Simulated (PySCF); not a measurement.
**Checking a proposed structure**

A compound C₇H₁₆Si gives the data below (simulated from a calculation) and was assigned the structure `C/C=C(\C)C(C)(C)[SiH3]`.

$^{13}$C{$^{1}$H} NMR (computed): δ 164.2 (C), 131.3 (CH2), 38.3 (CH2), 19.0 (CH3), 0.1 (CH3, 3C).

$^{1}$H NMR (300 MHz, computed): δ 6.02 (br s, 1H), 5.43 (br s, 1H), 2.24 (q, 2H), 1.04 (t, 3H), 0.12 (s, 9H).

- GFN2-xTB geometry
- NMR shieldings at PBE0/pcSseg-1/GIAO
- run in PySCF
- one conformer, no relativistic terms, in vacuum, equivalent nuclei averaged

δ = σ(ref) − σ, references computed at the same level: $^{1}$H (σ = 31.72 ppm) and $^{13}$C (σ = 186.93 ppm) vs TMS.

Question: Compare with the shifts computed for the proposed structure, pairing carbons in order of shift.

Answer: Atom-mapped SMILES (the numbers label the heavy atoms): `[CH3:1]/[CH:2]=[C:3](\[CH3:4])[C:5]([CH3:6])([CH3:7])[SiH3:8]`; H(Xn) means a hydrogen on atom n.

```
atom  computed for proposal  given list  difference
  C3                  152.5       164.2       -11.7
  C2                  122.2       131.3        -9.1
  C5                   32.4        38.3        -5.9
  C6                   27.0        19.0        +8.0
  C7                   27.0         0.1       +26.9
  C4                   18.7         0.1       +18.6
  C1                   16.2         0.1       +16.1
```

The rms difference is 15.4 ppm and the largest +26.9 ppm at C7 (methyl carbon). The proposal also would give 6 carbon signals, not 5. The carbon types in order of shift don't match either: C, CH, C, CH3, CH3, CH3, CH3 for the proposal against C, CH2, CH2, CH3, CH3, CH3, CH3 in the data. The proposal doesn't fit.

Question: Which isomer fits?

Answer: `C=C(CC)[Si](C)(C)C`.

Carbon types of the structure: 1 × C, 2 × CH2, 4 × CH3, which accounts for all hydrogens. δC 164.2: fully substituted alkene carbon; as expected for a trigonal carbon in a double bond. δC 131.3: terminal =CH2 carbon; the olefinic region. δC 0.1: methyl carbon bonded to Si; an electropositive neighbour leaves it electron-rich and shielded. δH 6.02, 5.43: hydrogen on a terminal =CH2 carbon; olefinic region.

This is the structure that produced the data.

Shifts are as computed. Against solution values, carbons near 30 ppm lie about +3 ppm off and those near 130 ppm about +5 ppm. Of 1309 compounds with measured shifts, 239 miss one by over three times the rms of a fit or turn the order of signals round; such compounds aren't used in these exercises. Multiplicities follow the n + 1 count of equivalent neighbours, as no J values were calculated; m marks all less simple cases, F and P coupling included.
